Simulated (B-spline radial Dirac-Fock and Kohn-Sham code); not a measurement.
## Two-hole binding energies of Ga

System: the Ga atom, configuration 1s2 2s2 2p6 3s2 3p6 3d10 4s2 4p1.

Calculated with a radial atomic solver, using relaxed Dirac-Fock hole states (ΔSCF) with Breit and QED corrections and a finite nucleus. U is the two-hole binding energy less the two single-hole energies, the effective repulsion of the holes after relaxation. Each two-hole energy is an average over J within one jj subconfiguration.

```
          holes  E(a) (eV)  E(b) (eV)  E(ab) (eV)  U (eV)
           1s⁻²    10375.9    10375.9     21193.0   441.3
   1s⁻¹ 2p1/2⁻¹    10375.9     1152.1     11638.7   110.7
   1s⁻¹ 3d3/2⁻¹    10375.9      25.25     10423.4    22.3
   1s⁻¹ 3d5/2⁻¹    10375.9      24.82     10422.8    22.1
2p1/2⁻¹ 2p3/2⁻¹     1152.1     1125.0      2348.6    71.5
   2s⁻¹ 3p1/2⁻¹     1313.7      117.8      1456.6    25.1
   2p1/2⁻¹ 3s⁻¹     1152.1      171.0      1348.5    25.5
   2p3/2⁻¹ 3s⁻¹     1125.0      171.0      1321.4    25.4
2p1/2⁻¹ 3d3/2⁻¹     1152.1      25.25      1199.8    22.5
2p3/2⁻¹ 3d3/2⁻¹     1125.0      25.25           ?       ?
2p3/2⁻¹ 3d5/2⁻¹     1125.0      24.82      1172.6    22.8
        3d3/2⁻²      25.25      25.25       70.29    19.8
3d3/2⁻¹ 3d5/2⁻¹      25.25      24.82       70.20    20.1
        3d5/2⁻²      24.82      24.82       69.51    19.9
```

Q: Give the missing two-hole energy and U.

A: E(ab) = 1173.7 eV and U = 23.5 eV.
